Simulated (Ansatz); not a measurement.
Dissociation curve of BeH (cation, charge +1), singlet.

Levels of theory: RKS-PBE = restricted PBE/aug-cc-pVQZ run with Ansatz (a first-principles code); UKS-PBE = Ansatz with unrestricted PBE/aug-cc-pVQZ; UKS-CAM-B3LYP = unrestricted CAM-B3LYP/aug-cc-pVQZ (Ansatz); FCI = full CI/aug-cc-pVQZ, frozen core (Ansatz).

Energies relative to the lowest point of each curve near equilibrium, in kcal/mol; the last columns give the error against full CI:

```csv
R / Å,RKS-PBE,UKS-PBE,UKS-CAM-B3LYP,FCI,RKS-PBE − FCI,UKS-PBE − FCI,UKS-CAM-B3LYP − FCI
1.07,17.6,17.6,16.3,16.6,1.0,1.0,-0.3
1.14,8.3,8.3,7.3,7.5,0.8,0.8,-0.2
1.21,2.9,2.9,2.3,2.4,0.5,0.5,-0.1
1.23,2.0,2.0,1.4,1.5,0.4,0.4,-0.1
1.31,0.1,0.1,0.0,0.0,0.1,0.1,0.0
1.33,0.0,0.0,0.1,0.0,0.0,0.0,0.0
1.38,0.4,0.4,0.8,0.7,-0.3,-0.3,0.1
1.43,1.6,1.6,2.3,2.1,-0.5,-0.5,0.2
1.44,1.9,1.9,2.6,2.4,-0.6,-0.6,0.2
1.53,5.4,5.4,6.8,6.4,-1.0,-1.0,0.4
1.63,10.5,10.5,12.7,11.9,-1.3,-1.3,0.8
1.76,18.3,18.3,21.5,19.9,-1.6,-1.6,1.6
1.99,32.7,32.7,37.5,34.0,-1.3,-1.3,3.5
2.22,46.0,44.5,49.0,45.9,0.0,-1.4,3.1
2.38,54.1,50.2,54.6,52.6,1.5,-2.5,2.0
2.68,66.6,56.8,61.6,61.6,5.0,-4.8,0.0
2.89,73.4,59.8,64.7,65.6,7.7,-5.9,-0.9
3.27,82.0,63.1,68.4,69.7,12.2,-6.6,-1.4
3.63,86.8,64.8,70.3,71.5,15.3,-6.7,-1.2
4.02,89.6,65.6,71.4,72.3,17.3,-6.7,-0.9
4.65,91.1,65.8,72.2,72.7,18.4,-7.0,-0.6
5.28,90.8,65.3,72.4,72.9,18.0,-7.6,-0.5
```

RKS-PBE is furthest from FCI at 4.65 (18.4 kcal/mol, above); its mean absolute error over the points is 4.8 kcal/mol.

UKS-PBE is furthest from FCI at 5.28 (-7.6 kcal/mol, below); its mean absolute error over the points is 2.7 kcal/mol.

UKS-CAM-B3LYP is furthest from FCI at 1.99 (3.5 kcal/mol, above); its mean absolute error over the points is 0.8 kcal/mol.

The restricted form behind RKS-PBE keeps the bonding electrons paired and can't separate into open-shell fragments. The unrestricted determinant behind UKS-PBE is spin-contaminated at 2.22 to 5.28 Å (<S²> up to 0.9, against 0.00 for a pure singlet). The unrestricted determinant behind UKS-CAM-B3LYP is spin-contaminated at 1.99 to 5.28 Å (<S²> up to 1.0, against 0.00 for a pure singlet).
